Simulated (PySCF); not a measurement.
**I: excitation energy**

I [Kr] 4d10 5s2 5p5 (2P) → I [Kr] 4d10 5s1 5p5 6s1 (4P), as a difference of total energies. Calculation: PySCF 2.14, in aug-cc-pVQZ-DK3 (9s8p6d3f2g, 102 functions); the spin-free X2C one-electron Hamiltonian (Gaussian nucleus). Correlated levels: valence: [Kr] 4d10 frozen. The calculations carry no spin-orbit coupling.

```json
{"method": "UHF", "excitation energy (cm⁻¹)": "147730"}
{"method": "PBE", "excitation energy (cm⁻¹)": "142040"}
{"method": "PBE0", "excitation energy (cm⁻¹)": "145370"}
{"method": "r2SCAN", "excitation energy (cm⁻¹)": "144890"}
{"method": "wB97X", "excitation energy (cm⁻¹)": "150660"}
{"method": "M06-2X", "excitation energy (cm⁻¹)": "143010"}
{"method": "MP2 (valence)", "excitation energy (cm⁻¹)": "138700"}
{"method": "SCS-MP2 (valence)", "excitation energy (cm⁻¹)": "137600"}
```

Estimate what MN15 gives.

143860 cm⁻¹, closest to M06-2X among the rows shown.

Estimate what LDA gives.

144070 cm⁻¹, closest to r2SCAN among the rows shown.

A first-order spin-orbit estimate (lowest level to lowest level, LS coupling) adds -0.052 eV.

The upper state lies above the first ionisation limit, where it may autoionise and the basis confines it. A Rydberg-like electron needs more diffuse functions than a valence basis has.

The promoted electron is Rydberg-like, and one or two diffuse shells describe it only roughly, which tends to raise the upper state.
